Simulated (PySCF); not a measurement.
# Highest orbital energy against ionisation energy along group 15

Calculated with PySCF 2.14, no spin-orbit coupling. Each cell gives −ε(HOMO) / ΔSCF in eV; NIST values include spin-orbit coupling, (s) semi-empirical, (t) theoretical.

```tsv
species	UHF	LDA	PBE	PBE0	r2SCAN	NIST (lowest levels)
N²⁺ (aug-cc-pwCVDZ, non-relativistic)	47.868 / 47.154	38.492 / 47.715	38.760 / 47.890	41.161 / 47.872	39.668 / 48.067	47.445 (s)
P²⁺ (aug-cc-pwCVDZ, non-relativistic)	29.942 / 29.570	24.797 / 30.210	24.946 / 30.252	26.353 / 30.267	25.364 / 30.344	30.203
As²⁺ (aug-cc-pwCVDZ-PP with ECP10MDF, ECP)	27.791 / 27.462	23.109 / 28.117	23.109 / 27.968	24.447 / 28.021	23.595 / 28.237	28.349 ± 0.012
Sb²⁺ (aug-cc-pwCVDZ-PP with ECP28MDF, ECP)	24.407 / 24.117	20.556 / 24.909	20.483 / 24.696	21.638 / 24.728	20.860 / 24.860	25.323
Bi²⁺ (aug-cc-pwCVDZ-PP with ECP60MDF, ECP)	23.291 / 23.017	19.689 / 23.859	19.572 / 23.620	20.678 / 23.644	19.909 / 23.707	25.571
```

How far is −ε(HOMO) from ΔSCF on average for each method, and why?

UHF 0.40 eV; LDA -5.63 eV; PBE -5.51 eV; PBE0 -4.05 eV; r2SCAN -5.16 eV. Hartree-Fock orbital energies lack relaxation and so exceed the ΔSCF value; semilocal functionals have convex E(N) from self-interaction, so their HOMO lies far too high; exact exchange moves hybrids part of the way back.
